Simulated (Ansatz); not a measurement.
| atom | x (Å) | y (Å) | z (Å) |
| --- | --- | --- | --- |
| Li | -0.8514 | -0.8471 | -0.8588 |
| F | -0.9472 | -0.9395 | 0.9466 |
| F | -0.9413 | 0.9542 | -0.9453 |
| Li | -0.8598 | 0.8580 | 0.8469 |
| F | 0.9467 | -0.9418 | -0.9425 |
| Li | 0.8508 | -0.8606 | 0.8484 |
| Li | 0.8559 | 0.8512 | -0.8646 |
| F | 0.9525 | 0.9504 | 0.9583 |

Basis set: STO-3G (spherical functions). Frozen core: 4 orbitals. Charge 0, multiplicity 1.

Computed with Ansatz (development build ahead of 0.2.0); each method stands on the lowest determinant of its kind that the runs found. Restricted open shells among the atoms or ions are ROHF, correlated in semicanonical orbitals with singles.

Give the atomization energy at this shape (free ground-state atoms in the same class of orbitals less the molecule, no zero-point energy) of singlet Li4F4 by RHF-MP2, RHF.

| method | atomization energy |
| --- | --- |
| RHF-MP2 | 29.99 eV |
| RHF | 25.18 eV |

This basis has no polarisation functions and is too small for such energies, which can lie far from measured ones in either direction.
